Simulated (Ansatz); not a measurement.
The same path of Cl2FGe + H2 (6 atoms, charge 0, multiplicity 2) was run twice with different band settings.

These are results of UKS r2SCAN/def2-SVP (Ansatz 0.2.0), not measurements.

Relaxed end points:

```xyz
6
Properties=species:S:1:pos:R:3
Ge 0.111 0.190 -0.431
H -0.082 -0.141 2.853
Cl 2.060 0.016 -1.355
Cl -1.014 1.791 -1.354
F -0.738 -1.281 -0.802
H -0.079 -0.136 3.611
```

```xyz
6
Properties=species:S:1:pos:R:3
Ge 0.039 0.068 -0.454
H -0.033 -0.056 2.883
Cl 2.062 0.020 -1.221
Cl -1.013 1.795 -1.222
F -0.767 -1.330 -1.105
H -0.032 -0.056 3.641
```

Common settings: movable images 5; climbing image yes; optimiser quadratic models (default); start path through a guess of the saddle point; force threshold 0.05 eV/Å; iteration limit 60; end points relaxed.

| run | spring |
| --- | --- |
| 1 | 5.0 eV/Å² |
| 2 | 2.0 to 10.0 eV/Å², energy-weighted |

(1) What does each run give, and how far can it be trusted?

Answers

(1) Run 1: converged after 17 iterations, highest image 0.000 eV above the first end. The highest image is an end point: on this band no image between the ends rises above it.
Run 2: converged after 38 iterations, highest image 0.000 eV above the first end. The highest image is an end point: on this band no image between the ends rises above it.
